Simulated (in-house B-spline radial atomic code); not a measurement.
How numerical settings move a run on the thulium ion Tm⁺, [Xe] 4f13 6s1. Computed with an all-electron radial atomic-structure program (B-spline basis): Dirac-Kohn-Sham PBE, spherical fractional occupations, Fermi nucleus of rms radius 5.2256 fm.

Command:
```bash
python run_scf.py task.json out
```
Settings of the sound reference run:
```
Z                69
electrons        68
configuration    [Xe] 4f13 6s1
hamiltonian      dirac
method           pbe,pbe
spin_polarised   False
nucleus          fermi
rms_radius       5.2256
mass_number      169
atomic_mass      168.9342
speed_of_light   137.036
knot_spacing     0.22
spline_order     8
gauss_points     12
box_radius       35.29
max_iterations   70
damping          0.5
damped_steps     3
diis_vectors     10
tolerance        1e-08
start            Thomas-Fermi
```

Run time, properties included: 1.2 s on 1 thread of Intel(R) Xeon(R) 6975P-C (shared host).

It converges in 13 iterations to -13580.451595 hartree, with 6s1/2 at -9.16449 eV. The other runs change the listed settings, some to values that make no sense; their results aren't properties of the atom or ion. Radii are in bohr (the nuclear one in fm), a minus after a letter asks for a j subshell, and «unchanged» means within 1e-8 hartree. The run stops when the residual is below 10 × tolerance × max(1, Z/10), or a noise floor if that is larger, and the energy moves by less than 1e-8 × √|E| hartree; so very loose and very tight tolerances often act alike.

```tsv
changed settings	outcome
max_iterations = 12	not converged after 12 iterations, last residual 1.7e-06, last energy -3.00e-09 hartree from the reference
knot_spacing = 0.55	converged in 13 iterations, energy +1.60e+00 hartree from the reference, 6s1/2 level +1.7e-02 eV
knot_spacing = 0.1	converged in 13 iterations, energy -1.05e-05 hartree from the reference, 6s1/2 level -4.0e-07 eV
electrons = 69, configuration = [Xe] 4f13 6s1 7p-1, max_iterations = 75	converged in 14 iterations to -13580.5123 hartree, a different physical problem (warning: 7p1/2 reaches the box edge)
max_iterations = 2	not converged after 2 iterations, last residual 9.7e-01, last energy +9.41e+01 hartree from the reference
method = hf, spin_polarised = True	stopped with error: spin polarisation is not served with the Dirac Hamiltonian
knot_spacing = 1.4	converged in 9 iterations, energy +1.42e+03 hartree from the reference, 6s1/2 level +8.9e-01 eV (the program warns: 6s1/2 reaches the box edge; 2s1/2 reaches the box edge)
max_iterations = 5	not converged after 5 iterations, last residual 5.7e-01, last energy +7.51e+00 hartree from the reference
max_iterations = 8	not converged after 8 iterations, last residual 4.2e-03, last energy +9.29e-04 hartree from the reference
knot_spacing = 0.4	converged in 13 iterations, energy +8.93e-03 hartree from the reference, 6s1/2 level +3.7e-04 eV
knot_spacing = 1	converged in 9 iterations, energy +3.09e+02 hartree from the reference, 6s1/2 level +1.3e+00 eV (the program warns: 6s1/2 reaches the box edge; 3s1/2 reaches the box edge)
knot_spacing = 2, max_iterations = 60, damping = 0, diis_vectors = 2, tolerance = 1e-05	converged in 7 iterations, energy +2.59e+03 hartree from the reference, 6s1/2 level +1.9e+00 eV (the program warns: 6s1/2 reaches the box edge; 1s1/2 reaches the box edge)
electrons = 69, configuration = [Xe] 4f13 6s1 7s-1, max_iterations = 60	stopped with error: j subshells need the Dirac Hamiltonian and l > 0
knot_spacing = 2	converged in 8 iterations, energy +2.59e+03 hartree from the reference, 6s1/2 level +1.9e+00 eV (the program warns: 6s1/2 reaches the box edge; 1s1/2 reaches the box edge)
tolerance = 1e-13	converged in 13 iterations, energy unchanged
gauss_points = 4, max_iterations = 75, damped_steps = 8, diis_vectors = 1, tolerance = 0.0001	not converged after 75 iterations, last residual 4.5e+00, last energy +2.50e+02 hartree from the reference
```

(1) What happens with tolerance = 1e-06?

(2) What happens with knot_spacing = 0.15?

(3) What happens with knot_spacing = 0.3?

(4) What happens with gauss_points = 6, max_iterations = 50, diis_vectors = 4, start = bare nucleus?

Answers

(1) Converged in 11 iterations, energy unchanged, 6s1/2 level +1.7e-04 eV.

(2) Converged in 13 iterations, energy -1.00e-05 hartree from the reference, 6s1/2 level -5.1e-07 eV.

(3) Converged in 13 iterations, energy +1.37e-04 hartree from the reference, 6s1/2 level +1.4e-05 eV.

(4) Converged in 14 iterations, energy unchanged, 6s1/2 level +1.2e-06 eV.
